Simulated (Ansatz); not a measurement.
Input for Ansatz (a quantum-chemistry and plane-wave program): R-CCSD(T)/def2-SVPD on HI (SMILES I) with ghost functions. Elements past Kr take the def2 small-core potentials; no spin–orbit coupling. The run froze 9 orbitals, filled d shells among them.

Ansatz 0.2 input:
```yaml
crystal:
  periodic: [false, false, false]
  atoms:
    - {symbol: I, position_ang: [0.00233318, 0.55795963, 3.58944572]}
    - {symbol: H, position_ang: [0.95123471, -0.74929207, 3.60941236]}
basis:
  gaussian:
    orbitals: def2-SVPD
    ghost_atoms:
      - {symbol: O, position_ang: [0.84135829, -1.00494699, 0.23470781]}
      - {symbol: C, position_ang: [0.16523511, -0.10610626, -0.04979978]}
      - {symbol: O, position_ang: [-0.50926708, 0.78928589, -0.34431407]}
magnetization: {spin_polarized: false}
correlation: {method: ccsd_t, electrons: outside_noble_gas}
scf: {lower_state_search: off}
```

Program output:

```
WARN ansatz: RAYON_NUM_THREADS=1 ignored (pool sized by the plan → 1); use --threads N
Functional definition: HF
these checks for a lower state are left out or cut short: stability, starts, cluster_reference, orbital_swaps, neighbouring_geometries, increment
integrals: 0.14 GiB planned
900 factors; integrals over basis functions are off by at most 9.3e-4 eV
mean field: 0.19 GiB planned
mean field evaluation 1: about -8087.7643 eV, gradient 8.5e0 eV
mean field evaluation 2: about -8087.7652 eV, gradient 8.5e0 eV
mean field evaluation 4: about -8088.1233 eV, gradient 8.5e-1 eV
mean field evaluation 8: about -8088.1296 eV, gradient 8.0e-4 eV
mean field -8088.12960761 eV, -297.2332807485 hartree, gradient 2.8e-6 eV, S^2 0.000000; 0 other end points of the search recorded, 0 dependent functions left out
9 core orbitals not correlated
reference -8088.12960761 eV, -297.2332807485 hartree; 4, 4 occupied and 96, 96 virtual orbitals, 900 factors
second order -3.11945667 eV of doubles, -0.00000000 eV of singles
coupled cluster: 0.40 GiB planned
cycle   1  -3.44063622 eV  change   -3.2e-1 eV  update   4.4e-2
cycle   2  -3.54216920 eV  change   -1.0e-1 eV  update   1.4e-2
cycle   3  -3.54970752 eV  change   -7.5e-3 eV  update   3.4e-3
cycle   4  -3.54955488 eV  change    1.5e-4 eV  update   9.0e-4
cycle   5  -3.54936901 eV  change    1.9e-4 eV  update   2.5e-4
cycle   6  -3.54934561 eV  change    2.3e-5 eV  update   7.6e-5
cycle   7  -3.54934715 eV  change   -1.5e-6 eV  update   2.3e-5
cycle   8  -3.54934857 eV  change   -1.4e-6 eV  update   6.1e-6
perturbative correction -0.08143401 eV, -0.0029926448 hartree
Total energy: -8091.76039019 eV, -297.3667095474 hartree
Checks for a lower state left out: stability, starts, cluster_reference, orbital_swaps, neighbouring_geometries, increment
```

Self-consistency was reached.

Cost: very roughly 1.9 core-seconds.
